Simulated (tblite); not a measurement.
Compound: C9H16O.
Numbering: `[CH3:1][O:2][CH2:3][C@H:4]1[CH:5]=[CH:6][CH2:7][CH2:8][CH2:9][CH2:10]1` (hydrogens: H11, H12, H13 on C1; H14, H15 on C3; H16 on C4; H17 on C5; H18 on C6; H19, H20 on C7; H21, H22 on C8; H23, H24 on C9; H25, H26 on C10)

Computed geometry: GFN2-xTB, gas phase.

(1) List the bond lengths, angles and torsions at this level.

Results:

(1) 
```tsv
bond	length (pm)	order
C1–O2	140.1	single
O2–C3	141.0	single
C3–C4	153.5	single
C4–C5	150.5	single
C5=C6	132.4	double
C6–C7	150.1	single
C7–C8	152.9	single
C8–C9	152.5	single
C9–C10	152.7	single
C4–C10	153.4	single
C1–H11, C1–H12	109.8	single
C1–H13	108.8	single
C3–H14	109.9	single
C3–H15	110.3	single
C4–H16	109.5	single
C5–H17	108.1	single
C6–H18	108.3	single
C7–H19	109.2	single
C7–H20	109.4	single
C8–H21	109.3	single
C8–H22	109.2	single
C9–H23	109.4	single
C9–H24	109.2	single
C10–H25	109.3	single
C10–H26	109.4	single
```

Bonds in one row agree within 1 pm and their mean is given. Orders are formal, as drawn. A selection of angles:
```tsv
angle	degrees
C1–O2–C3	113.2
O2–C3–C4	108.0
C3–C4–C5	110.5
C3–C4–C10	112.5
C5–C4–C10	114.1
C4–C5–C6	127.6
C5–C6–C7	127.4
C6–C7–C8	113.8
C7–C8–C9	113.5
C8–C9–C10	113.9
C4–C10–C9	116.5
```

Torsions: C1–O2–C3–C4 180° (antiperiplanar); O2–C3–C4–C5 72° (synclinal); C3–C4–C5–C6 76° (synclinal); C4–C5–C6–C7 1° (synperiplanar); C5–C6–C7–C8 53° (synclinal); C6–C7–C8–C9 -74° (synclinal); C7–C8–C9–C10 72° (synclinal); C8–C9–C10–C4 -70° (synclinal); C3–C4–C10–C9 -58° (synclinal).

The 7-membered ring C4–C5–C6–C7–C8–C9–C10 has internal angles of 113.5° to 127.6° (sum 827°, against 900° for a flat polygon); it is puckered, 0.26 Å rms from its mean plane, widest ring torsion 74°. Of the pairs four or more bonds apart, C3···H24 is among the closest relative to their van der Waals radii: 2.74 Å, 95 % of the sum of Bondi's values. The 8 C–C bonds span 1.324 Å (C5=C6, drawn double) to 1.535 Å (C3–C4, drawn single), a spread of 0.211 Å.

Point group: C1 (no symmetry element, even within 0.4 Å). Its GFN2-xTB frequencies are all real (lowest 54 cm⁻¹). The numbers are those of one conformer.

Run on an Arm Neoverse V2 with one thread, on a shared host. These figures are those of the optimisation.
